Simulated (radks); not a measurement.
The numbers below are computed, except where a source is named.
O, configuration [He] 2s1.5 2p4.5 (fractional occupations, a model configuration). Level of theory: scalar-relativistic Kohn-Sham, PBEsol, spin-polarised, spherical densities, finite nucleus; open shells are filled with parallel spins first; Fermi nuclear charge, rms radius 2.6991 fm (a radial shooting solver on a logarithmic mesh with Libxc functionals).

Unscreened Slater integrals over Kohn-Sham orbitals (hartree). They are taken over the spin-up orbitals.

integral,value
"F0(2p,2p)",0.76434
"F2(2p,2p)",0.33858
"F0(2p,2s)",0.78316
"G1(2p,2s)",0.47392
"F0(2p,1s)",1.1164
"G1(2p,1s)",0.11481
"F0(2s,2s)",0.80771
"F0(2s,1s)",1.1516
"G0(2s,1s)",0.083209
"F0(1s,1s)",4.7130

Derived for the open shells (J is the average intra-shell exchange parameter used in DFT+U). 2p: J = F2/5 = 0.06772 hartree.
